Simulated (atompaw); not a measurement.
# Tl (Z = 81): PAW (atompaw) pseudisation with LDA (PW92), scalar-relativistic reference atom.

| Item | Value |
| --- | --- |
| Element | Tl (Z = 81) |
| Generator | atompaw 4.2.0.5 |
| Type | PAW |
| Functional | LDA (PW92) |
| Relativity | scalar-relativistic |
| Frozen core | [Xe] 4f14 5d10 |
| Valence charge | 3 |
| Reference configuration | 6s2 6p1 |
| Partial waves | 6s (bound): rc 2.10 bohr; 6s channel at 0.25 Ry: rc 2.10 bohr; 6p (bound): rc 2.10 bohr; 6p channel at 2.75 Ry: rc 2.10 bohr |
| Local potential | troulliermartins scheme with l = 2 at 1 Ry, radius 1.85 bohr |
| Core correction | smooth core density matched at 1.65 bohr |
| Augmentation charge | besselshape compensation charge, radius 1.65 bohr; PAW radius 2.10 bohr; waves and projectors: modrrkj vanderbiltortho |

Problem. Does this generation succeed?

Solution. No. atompaw 4.2.0.5 stopped with "atompaw: The overlap operator has at least one negative eigenvalue!": the overlap operator built from these waves and projectors is not positive definite.
